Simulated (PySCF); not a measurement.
**Vibration and rotation of ZnO⁺**

ROHF-MP2 constants of ZnO⁺, ²Π (doublet), unpaired electrons π ↑ (Zn def2-TZVPPD, O def2-TZVPPD; no relativity (PySCF 2.14); masses 63.9291 and 15.9949 u):

| Quantity | Value |
| --- | --- |
| ωe | 666.1 cm⁻¹ |
| ωexe | 3.74 cm⁻¹ |
| Be | 0.41392 cm⁻¹ |
| αe | 0.00334 cm⁻¹ |
| D (centrifugal) | 6.39e-07 cm⁻¹ |
| De to Zn⁺ + O | 1.49 eV |

**Question.** Give the vibrational terms G(v) and spacings up to v = 6.

**Answer.** G(v) = ωe(v+½) − ωexe(v+½)².

```json
{"v": "0", "G(v) (cm⁻¹)": "332.1", "G(v) − G(v−1)": "", "Bv (cm⁻¹)": "0.4123"}
{"v": "1", "G(v) (cm⁻¹)": "990.7", "G(v) − G(v−1)": "658.6", "Bv (cm⁻¹)": "0.4089"}
{"v": "2", "G(v) (cm⁻¹)": "1641.9", "G(v) − G(v−1)": "651.1", "Bv (cm⁻¹)": "0.4056"}
{"v": "3", "G(v) (cm⁻¹)": "2285.5", "G(v) − G(v−1)": "643.7", "Bv (cm⁻¹)": "0.4022"}
{"v": "4", "G(v) (cm⁻¹)": "2921.7", "G(v) − G(v−1)": "636.2", "Bv (cm⁻¹)": "0.3989"}
{"v": "5", "G(v) (cm⁻¹)": "3550.4", "G(v) − G(v−1)": "628.7", "Bv (cm⁻¹)": "0.3956"}
{"v": "6", "G(v) (cm⁻¹)": "4171.6", "G(v) − G(v−1)": "621.2", "Bv (cm⁻¹)": "0.3922"}
```

Correlated steps freeze 6 core orbitals. For an ion De counts to the pair picked by the measured ionisation energies or electron affinities, which need not be the lowest pair at this level. The state is the lowest determinant that a PBE0 search found; another state may lie lower at other levels.
